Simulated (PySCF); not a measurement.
These 2 structures share the formula C5H4ClNO. Theory: PySCF, PBE0-D3(BJ)/def2-SVP geometry optimisation, gas phase. Energies are electronic, without zero-point or thermal terms, for one conformer each. No frequencies were run at this level. Point groups hold within 0.08 Å.

Problem. Order them by energy at this level, lowest first, and give relative energies in kcal/mol.
A. `[OH:1][c:2]1[cH:3][cH:4][c:5]([Cl:6])[cH:7][n:8]1` with H–O1–C2–C3 180° (5-chloro-2-hydroxypyridine)
B. `[OH:1][c:2]1[cH:3][cH:4][cH:5][c:6]([Cl:7])[n:8]1` with H–O1–C2–C3 180° (6-chloro-2-hydroxypyridine)

Solution. B (0.0), A (3.2).

```csv
SMILES,E (Eh),E rel (kcal/mol),dipole (D),point group,"A, B, C (MHz)"
Oc1cccc(Cl)n1,-782.24153,0.0,1.64,Cs,"3429, 1289, 936.9"
Oc1ccc(Cl)cn1,-782.23650,3.2,0.77,Cs,"5815, 1007, 858.6"
```

Problem. How do the relative energies change in single points at PBE0/pcSseg-1 (no added dispersion term) on the same geometries?

Solution. 
```json
{"SMILES": "Oc1cccc(Cl)n1", "PBE0-D3(BJ)/def2-SVP (kcal/mol)": "0.0", "PBE0/pcSseg-1 (kcal/mol)": "0.0", "shift": "0.0"}
{"SMILES": "Oc1ccc(Cl)cn1", "PBE0-D3(BJ)/def2-SVP (kcal/mol)": "3.2", "PBE0/pcSseg-1 (kcal/mol)": "2.8", "shift": "-0.4"}
```

Each column counts from its own lowest isomer. The order is unchanged; the largest shift is 0.4 kcal/mol.
